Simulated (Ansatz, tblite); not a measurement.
Forces on `FC(F)(F)c1ccc(-c2ccc(-c3ccc(-c4ccc(-c5ccc(-c6ccc(C(F)(F)F)cc6)cc5)cc4)cc3)cc2)cc1` at its PBE-D4/def2-SVP geometry. The state is a singlet with charge 0.

The xTB rows come from tblite. Single mean-field runs in def2-TZVP are fitted with def2-universal-jkfit.

GFN1-xTB (tblite), largest force 0.75 eV/Å:

```xyz
68
positions Å, forces eV/Å
F   -13.734    1.100   -4.051    0.452    0.528   -0.294
C   -12.853    2.014   -4.522   -0.278    0.019   -0.131
F   -12.925    1.994   -5.877   -0.015    0.006    0.725
F   -13.293    3.237   -4.125    0.185   -0.638   -0.211
C   -11.448    1.751   -4.039    0.448   -0.016    0.162
C   -11.208    0.899   -2.948    0.167    0.088   -0.037
C    -9.901    0.700   -2.490    0.009    0.125   -0.106
C    -8.804    1.346   -3.105   -0.429    0.080   -0.168
C    -7.421    1.134   -2.616    0.438   -0.064    0.157
C    -6.468    2.178   -2.640    0.019   -0.159    0.069
C    -5.165    1.980   -2.176   -0.087   -0.167    0.002
C    -4.749    0.726   -1.673   -0.445    0.068   -0.157
C    -3.366    0.515   -1.185    0.444   -0.068    0.157
C    -2.711   -0.726   -1.355    0.065    0.155    0.063
C    -1.405   -0.925   -0.898   -0.056    0.162    0.053
C    -0.693    0.106   -0.243   -0.445    0.068   -0.156
C     0.690   -0.105    0.244    0.447   -0.068    0.157
C     1.155    0.517    1.425    0.061   -0.171   -0.077
C     2.460    0.317    1.885   -0.053   -0.147   -0.106
C     3.366   -0.514    1.186   -0.427    0.065   -0.150
C     4.748   -0.725    1.672    0.428   -0.065    0.151
C     5.429   -1.944    1.445    0.030    0.123    0.151
C     6.735   -2.142    1.902   -0.083    0.134    0.106
C     7.423   -1.134    2.614   -0.436    0.062   -0.151
C     8.806   -1.345    3.101    0.435   -0.073    0.142
C     9.245   -0.778    4.319    0.059   -0.115   -0.106
C    10.550   -0.977    4.782   -0.097   -0.083   -0.143
C    11.451   -1.751    4.032   -0.456    0.015   -0.144
C    12.845   -2.019    4.544    0.296   -0.006    0.071
F    12.925   -3.231    5.154   -0.006    0.622   -0.294
F    13.754   -2.026    3.538   -0.446    0.008    0.572
F    13.241   -1.092    5.449   -0.167   -0.527   -0.499
C    11.035   -2.320    2.815   -0.125    0.121    0.057
C     9.729   -2.119    2.358   -0.004    0.158    0.110
C     6.743    0.084    2.844   -0.032   -0.118   -0.146
C     5.439    0.284    2.383    0.082   -0.139   -0.113
C     2.900   -1.135    0.004   -0.065    0.165    0.065
C     1.595   -0.937   -0.454    0.044    0.155    0.114
C    -1.350    1.346   -0.070   -0.052   -0.145   -0.092
C    -2.653    1.546   -0.532    0.046   -0.172   -0.025
C    -5.701   -0.319   -1.652   -0.017    0.182   -0.041
C    -7.007   -0.119   -2.110    0.097    0.142   -0.027
C    -9.066    2.199   -4.203   -0.057   -0.167    0.084
C   -10.369    2.400   -4.667    0.064   -0.124    0.110
H   -12.051    0.394   -2.456    0.419    0.242   -0.229
H    -9.729    0.050   -1.619   -0.109    0.305   -0.436
H    -6.762    3.172   -3.012    0.162   -0.476    0.185
H    -4.445    2.811   -2.223   -0.370   -0.388    0.015
H    -3.229   -1.546   -1.874    0.269    0.379    0.254
H    -0.931   -1.908   -1.034   -0.249    0.466    0.051
H     0.467    1.141    2.015    0.357   -0.276   -0.279
H     2.772    0.786    2.829   -0.166   -0.196   -0.462
H     4.911   -2.767    0.930    0.281    0.392    0.231
H     7.219   -3.117    1.737   -0.245    0.475    0.052
H     8.541   -0.190    4.928    0.371   -0.276   -0.291
H    10.874   -0.532    5.734   -0.168   -0.221   -0.464
H    11.745   -2.909    2.216   -0.357    0.272    0.324
H     9.425   -2.544    1.390    0.168    0.185    0.486
H     7.262    0.905    3.361   -0.277   -0.395   -0.234
H     4.957    1.259    2.545    0.247   -0.472   -0.046
H     3.587   -1.758   -0.588   -0.354    0.275    0.279
H     1.279   -1.408   -1.398    0.168    0.196    0.464
H    -0.819    2.176    0.420   -0.278   -0.385   -0.237
H    -3.139    2.520   -0.367    0.255   -0.460   -0.070
H    -5.417   -1.303   -1.251   -0.163    0.469   -0.203
H    -7.717   -0.959   -2.093    0.360    0.395    0.000
H    -8.228    2.688   -4.721   -0.430   -0.216    0.250
H   -10.552    3.052   -5.533    0.071   -0.310    0.454
```

GFN2-xTB (tblite), largest force 0.74 eV/Å:

```
F 0.228 0.518 -0.338
C 0.245 -0.138 0.048
F -0.189 0.033 0.567
F -0.007 -0.486 -0.224
C 0.693 -0.070 0.253
C 0.221 0.083 -0.006
C -0.046 0.171 -0.163
C -0.399 0.074 -0.157
C 0.416 -0.060 0.149
C 0.083 -0.214 0.096
C -0.173 -0.198 -0.013
C -0.418 0.064 -0.147
C 0.423 -0.064 0.149
C 0.141 0.193 0.111
C -0.132 0.224 0.043
C -0.424 0.065 -0.149
C 0.425 -0.065 0.150
C 0.146 -0.221 -0.087
C -0.119 -0.171 -0.171
C -0.411 0.063 -0.144
C 0.407 -0.062 0.143
C 0.102 0.149 0.202
C -0.154 0.186 0.098
C -0.415 0.059 -0.144
C 0.407 -0.067 0.131
C 0.139 -0.158 -0.117
C -0.158 -0.081 -0.152
C -0.702 0.068 -0.231
C -0.218 0.154 -0.131
F 0.148 0.469 -0.180
F -0.213 -0.022 0.568
F 0.034 -0.512 -0.391
C -0.177 0.121 0.037
C 0.061 0.176 0.172
C -0.104 -0.148 -0.188
C 0.160 -0.189 -0.112
C -0.148 0.212 0.077
C 0.114 0.181 0.179
C -0.131 -0.184 -0.136
C 0.122 -0.233 -0.019
C -0.083 0.236 -0.080
C 0.176 0.175 -0.004
C -0.146 -0.186 0.086
C 0.117 -0.124 0.126
H 0.520 0.296 -0.282
H -0.125 0.403 -0.551
H 0.180 -0.601 0.239
H -0.444 -0.505 0.019
H 0.323 0.493 0.306
H -0.296 0.589 0.085
H 0.425 -0.363 -0.358
H -0.194 -0.270 -0.575
H 0.329 0.503 0.305
H -0.296 0.597 0.090
H 0.460 -0.366 -0.377
H -0.210 -0.269 -0.574
H -0.438 0.338 0.390
H 0.204 0.255 0.617
H -0.324 -0.503 -0.307
H 0.297 -0.598 -0.084
H -0.425 0.364 0.357
H 0.193 0.268 0.575
H -0.324 -0.494 -0.303
H 0.296 -0.587 -0.088
H -0.183 0.601 -0.240
H 0.441 0.506 -0.019
H -0.539 -0.294 0.323
H 0.092 -0.383 0.551
```

PBE-D4/def2-TZVP (Ansatz), largest force 0.45 eV/Å:

```
F -0.144 -0.066 0.008
C 0.409 -0.133 0.120
F -0.080 -0.002 -0.180
F -0.124 0.189 0.050
C 0.300 -0.057 0.114
C 0.008 0.037 -0.026
C 0.007 0.029 -0.034
C -0.146 0.022 -0.046
C 0.148 -0.023 0.051
C 0.010 -0.042 0.017
C -0.030 -0.036 0.000
C -0.143 0.022 -0.050
C 0.141 -0.021 0.049
C 0.024 0.033 0.020
C -0.023 0.039 0.006
C -0.140 0.021 -0.049
C 0.139 -0.021 0.049
C 0.028 -0.034 -0.016
C -0.022 -0.025 -0.029
C -0.140 0.021 -0.049
C 0.144 -0.022 0.051
C 0.018 0.025 0.033
C -0.022 0.039 0.017
C -0.146 0.023 -0.052
C 0.144 -0.023 0.054
C 0.018 -0.028 -0.035
C 0.011 -0.037 -0.029
C -0.307 0.055 -0.103
C -0.391 0.143 -0.174
F 0.060 -0.198 0.120
F 0.174 -0.001 -0.086
F 0.111 0.077 0.102
C -0.016 0.020 0.037
C 0.009 0.037 0.032
C -0.017 -0.033 -0.031
C 0.026 -0.032 -0.017
C -0.027 0.033 0.012
C 0.020 0.026 0.033
C -0.024 -0.032 -0.023
C 0.021 -0.040 -0.003
C -0.013 0.042 -0.015
C 0.029 0.036 -0.003
C -0.027 -0.035 0.013
C -0.004 -0.024 0.036
H 0.254 0.143 -0.128
H -0.044 0.187 -0.246
H 0.074 -0.275 0.105
H -0.194 -0.234 0.012
H 0.138 0.227 0.137
H -0.125 0.268 0.042
H 0.183 -0.173 -0.162
H -0.081 -0.133 -0.255
H 0.135 0.230 0.146
H -0.130 0.270 0.052
H 0.196 -0.171 -0.178
H -0.109 -0.130 -0.273
H -0.212 0.163 0.175
H 0.083 0.127 0.277
H -0.137 -0.230 -0.146
H 0.129 -0.271 -0.053
H -0.181 0.173 0.162
H 0.082 0.132 0.255
H -0.139 -0.228 -0.135
H 0.126 -0.267 -0.044
H -0.074 0.275 -0.107
H 0.193 0.234 -0.011
H -0.234 -0.142 0.148
H 0.053 -0.181 0.253
```
